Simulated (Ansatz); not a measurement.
Mulliken charges of `[OH][Ge]([OH])([F])[SiH3]` from ωB97M-V/def2-TZVPP in Ansatz (PBE0-D4/def2-TZVP geometry).

```
atom   x (Å)   y (Å)   z (Å)  charge (e)
  O1  -0.621   0.913  -1.722      -0.424
 Ge2  -0.131  -0.305  -0.538       0.800
  O3   1.303  -1.099  -1.172      -0.410
  F4  -1.459  -1.440  -0.560      -0.386
 Si5   0.261   0.438   1.688       0.043
  H6  -1.559   0.856  -1.925       0.181
  H7   1.287  -1.172  -2.131       0.176
  H8  -1.004   1.014   2.206       0.003
  H9   0.680  -0.725   2.505       0.009
 H10   1.325   1.469   1.652       0.008
```

**Question.** By hand: the dipole of these point charges (1 e Å = 4.8032 D).

**Answer.** Σ q r = (0.157, 0.351, 0.388) e Å, of length 0.546 e Å = 2.62 D.

**Question.** How does the dipole of the full density compare? (Best estimate.)

**Answer.** The calculation gave: (-0.051, 0.245, 0.119) e Å, 1.33 D; the point charges give 1.97 times that, at 35° from its direction.

Point charges leave out the atoms' own dipoles, such as those of lone pairs, and Mulliken's split depends on the basis, so the two needn't agree.
